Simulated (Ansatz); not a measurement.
A set of 12 reactions (atomization), with CCSD(T)/CBS values in kJ/mol:

```csv
reaction,ΔE
`CO[SiH](N)O` → C• + 7 H• + N• + 2 O• + Si•,4570.0
`CO[SiH]1C=N1` → 2 C• + 5 H• + N• + O• + Si•,3855.3
`[OH][Al]([OH])[SH]` → Al• + 3 H• + 2 O• + S•,2581.9
`OC(O)(F)N[SiH3]` → C• + F• + 6 H• + N• + 2 O• + Si•,4367.2
`F[SiH2][S][AlH2]` → Al• + F• + 4 H• + S• + Si•,2511.5
`C[BH][GeH2][F]` → B• + C• + F• + Ge• + 6 H•,3391.4
`O[SiH2][SiH](S)Cl` → Cl• + 5 H• + O• + S• + 2 Si•,3238.6
`[SeH][SiH]1[CH2][AlH]1` → Al• + C• + 5 H• + Se• + Si•,2684.9
`[AlH2][O][GaH2]` → Al• + Ga• + 4 H• + O•,1984.5
`B[SiH](B)CF` → 2 B• + C• + F• + 7 H• + Si•,3991.9
`C[Si](F)F`• → C• + 2 F• + 3 H• + Si•,2728.2
`O[SiH]1CB1Cl` → B• + C• + Cl• + 4 H• + O• + Si•,3302.7
```

Calculated with Ansatz (gas phase, PBE0-D4/def2-TZVP geometries, no zero-point term in ΔE). CCSD(T)/CBS is the MP2 limit (def2-TZVPP, def2-QZVPP) plus CCSD(T) − MP2 in def2-TZVPP, frozen cores. Small cases extrapolate CCSD(T) itself. DFT in def2-TZVPP. B3LYP here is the variant with VWN-RPA as its local correlation; programs differ in this. No spin–orbit coupling; open shells (•) take unrestricted orbitals. Spin–orbit coupling would lower the free atoms: a little for Al, B, C, Cl, F, O, S, Si; clearly for Ga, Ge, Se. For Ga, Ge, Se outer-core shells are correlated without core-valence functions, so the limit isn't a true one: a few kJ/mol of doubt a bond, and 10 to 20 or more in all where bonds break to atoms. Scalar relativity is left out up to krypton. One conformer a species, not always the lowest.

(1) Give the mean, mean absolute and largest difference (level minus CCSD(T)/CBS, kJ/mol) for: PBE-D4, PBE0-D4, B3LYP-D4, ωB97X-V, B2PLYP, PBE, r2SCAN, PBE0, SCS-MP2/def2-TZVPP, CCSD/def2-TZVPP, CCSD(T)/def2-TZVPP, SCS-MP2/def2-QZVPP, HF/CBS(def2), MP2/CBS(def2). (Estimate.)

The largest T1 diagnostic in the set is 0.018, for Al• (customary mark 0.045).

CCSD(T)/CBS is a level of theory with its own doubt, and the functionals carry their triple-zeta basis error, so these figures describe this set and don't rank the functionals.

Answers

(1) The calculation gave: 
```tsv
level	mean	mean absolute	largest
PBE-D4	33.7	47.9	107.9
PBE0-D4	-24.1	33.6	-70.1
B3LYP-D4	-17.7	23.9	-48.8
ωB97X-V	9.3	14.3	41.7
B2PLYP	-47.5	47.5	-76.8
PBE	14.6	41.2	89.0
r2SCAN	1.9	17.2	39.3
PBE0	-40.4	43.0	-80.0
SCS-MP2/def2-TZVPP	-50.5	50.5	-73.1
CCSD/def2-TZVPP	-142.5	142.5	-214.1
CCSD(T)/def2-TZVPP	-93.7	93.7	-138.6
SCS-MP2/def2-QZVPP	11.9	14.9	33.6
HF/CBS(def2)	-899.6	899.6	-1406.7
MP2/CBS(def2)	59.6	59.6	103.0
```
